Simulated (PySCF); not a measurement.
methyl ethyl ether (C3H8O), singlet, at a GFN2-xTB geometry. Base run: TPSS/STO-3G (PySCF).

Here is a job for PySCF.
```python
from pyscf import gto, scf, dft

mol = gto.M(
    atom='''
O     0.02217187   -0.70637156   -0.00891756
C    -0.00191006    0.70379066    0.00906344
C     1.31940794   -1.23577614   -0.00427645
C    -1.44920700    1.16750381    0.00224778
H     0.51537054    1.07502478    0.90896197
H     0.53111673    1.09799856   -0.87167144
H     1.21557456   -2.31874503   -0.01916715
H     1.88715969   -0.91090045   -0.88622004
H     1.87140251   -0.93389025    0.89565558
H    -1.94985378    0.79906787   -0.88859537
H    -1.96544310    0.77632297    0.87429802
H    -1.49244744    2.25298407    0.01587030
''',
    basis='sto-3g',
    verbose=4,
)

mf = dft.RKS(mol)
mf.xc = 'tpss'
mf.kernel()
```

The base run was repeated with changes; each row names its change, and settings that it needs were set with it.

| change | ΔE vs base (µEh) | SCF cycles |
|---|---|---|
| base | 0.0 | 8 |
| init_guess = mod_huckel | 0.0 | 10 |
| conv_tol_grad = 1e-7 | 0.0 | 10 |
| level_shift = 1.0 (with mf.max_cycle = 100) | 0.0 | 23 |
| conv_tol = 1e-7 | 0.0 | 7 |
| conv_tol = 1e-12 | 0.0 | 10 |
| diis = off; damp = 0.3 (with mf.diis_start_cycle = 200; with mf.max_cycle = 150) | 0.0 | 23 |
| level_shift = 0.1 (with mf.max_cycle = 100) | 0.0 | 8 |
| init_guess = atom | 0.0 | 8 |
| level_shift = 0.3 (with mf.max_cycle = 100) | 0.0 | 11 |
| diis_space = 12 | 0.0 | 8 |
| solver = newton; init_guess = 1e | 0.0 | - |
| init_guess = 1e | 0.0 | 15 |
